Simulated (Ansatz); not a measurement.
Cost and result up the ladder for H4Au3 (7 atoms). Charge 0, multiplicity 2. Geometry: PBE-D4/def2-TZVP.

```xyz
7

Au    1.3419    0.9846   -0.0395
Au   -1.0909    1.0875   -1.1719
Au   -0.3044   -1.0063    0.4963
H     2.6442    0.6213    0.7685
H    -1.5855   -1.8948    0.5029
H    -1.0948    2.4526   -2.0182
H     0.0895   -2.2448    1.4619
```

Ansatz on 4 threads of Arm Neoverse V2 on a shared host. Times are rough, and most runs start from the orbitals of an earlier one. PBE0-D4/def2-TZVP serves as the yardstick here, not as an exact answer. Differences are given only for rows in sets of like size (and for xTB, whose basis is part of the method), since another set adds its own error. Binding counts from free atoms at the same level (Au doublet, H doublet; other spins of the atoms weren't run), without zero-point energy or a counterpoise term.

In the def2 sets Au takes a core potential; there is no spin–orbit coupling. Correlated methods freeze no core orbitals; core or outer-core shells of Au are correlated, in sets that lack core-valence functions. The rows differ in basis, and correlated rows in double-zeta sets carry the largest basis error. No other spin state of charge 0 was run. Another isomer (doublet) lies 0.62 eV lower at PBE0-D4/def2-TZVP; other spin states weren't run for this one.

Correlated methods converge slowly with the basis, most of all in double-zeta sets.

```json
{"level": "LDA (SPW92)/def2-TZVP", "functions": "144", "wall time": "1.3 s"}
{"level": "PBE-D4/def2-TZVP (with forces)", "functions": "144", "wall time": "2.9 s"}
{"level": "PBE0-D4/def2-TZVP", "functions": "144", "wall time": "3.9 s"}
{"level": "r2SCAN-D4/def2-TZVP", "functions": "144", "wall time": "6 s"}
{"level": "CCSD(T)/def2-SVP", "functions": "116", "wall time": "2.7 min"}
```

(1) Estimate what each level gives for the binding energy per atom (eV).

Results:

(1) 
| level | binding energy per atom (eV) | difference from PBE0-D4/def2-TZVP (eV) |
| --- | --- | --- |
| LDA (SPW92)/def2-TZVP | 2.32 | 0.56 |
| PBE-D4/def2-TZVP (with forces) | 1.89 | 0.13 |
| PBE0-D4/def2-TZVP | 1.76 | 0.00 |
| r2SCAN-D4/def2-TZVP | 1.95 | 0.19 |
| CCSD(T)/def2-SVP | 1.68 | – |
